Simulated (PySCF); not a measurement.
## Working out the ionisation energy of Fe¹⁴⁺

Fe¹⁴⁺ [Ne] 3s2 (1S) → Fe¹⁵⁺ [Ne] 3s1 (2S). All numbers are calculated (PySCF 2.14, scalar relativity by spin-free X2C-1e, in an even-tempered Gaussian basis (18 s from 1.1 bohr⁻², ratio 2.5; 11 p from 1.4 bohr⁻², ratio 2.5; 5 d from 5.7 bohr⁻², ratio 2.7; 4 f from 8.5 bohr⁻², ratio 2.7)). Frozen: 1s2; the 19 highest virtual orbitals dropped. Energies in hartree (1 hartree = 27.21139 eV):

```json
{"part": "UHF", "Fe¹⁴⁺ (lower)": "-1182.850653", "Fe¹⁵⁺ (upper)": "-1166.207090"}
{"part": "CCSD correlation", "Fe¹⁴⁺ (lower)": "-0.418098", "Fe¹⁵⁺ (upper)": "-0.315271"}
{"part": "(T)", "Fe¹⁴⁺ (lower)": "-0.002129", "Fe¹⁵⁺ (upper)": "-0.000454"}
```

Q: What does Hartree-Fock give?

A: (-1166.207090) − (-1182.850653) = 16.643563 hartree = 452.894 eV.

Q: What do CCSD and CCSD(T) give?

A: The CCSD correlation energies differ by 0.102827 hartree = 2.798 eV and the triples by 0.001675 hartree = 0.046 eV, so CCSD gives 455.692 eV and CCSD(T) 455.738 eV.

Measured between the centres of the two terms (NIST): 456.200 eV, so CCSD(T) (outer shells) is off by -0.462 eV.

What remains against the reference includes basis incompleteness, the frozen core and higher excitations.
